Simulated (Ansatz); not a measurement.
Z-matrix (Å, degrees):
```
B
N 1 1.629
Si 1 1.953 2 62.5
H 1 1.197 2 113.2 3 -112.3
H 1 1.200 2 111.4 3 108.6
H 2 1.010 1 117.2 3 112.1
H 2 1.010 1 116.3 3 -114.7
N 3 1.709 1 127.1 2 91.8
H 3 1.484 1 125.6 2 -79.0
C 8 1.250 3 134.8 1 -42.6
O 10 1.338 8 123.7 3 173.5
H 10 1.095 8 127.1 3 -6.9
H 11 0.968 10 106.8 8 -0.8
```

Charge 0, multiplicity 1. The bonds changed during the relaxation, so this is another structure than the one it started from.

Task: List the PBE0/def2-TZVPP orbital energies in eV (Ansatz 0.2.0). (Best estimate.)

Result: Computed: Occupied: -1802.68, -524.09, -392.33, -390.98, -281.32, -183.43, -144.95, -99.70, -99.59, -99.52, -30.65, -25.34, -24.94, -18.52, -16.48, -15.06, -14.89, -14.23, -12.50, -12.28, -11.68, -10.64, -9.46, -8.89, -8.72, -7.87, -6.42. Lowest empty: -0.46, 0.15, 0.92, 1.11, 1.64, 1.78, 2.14, 2.87.
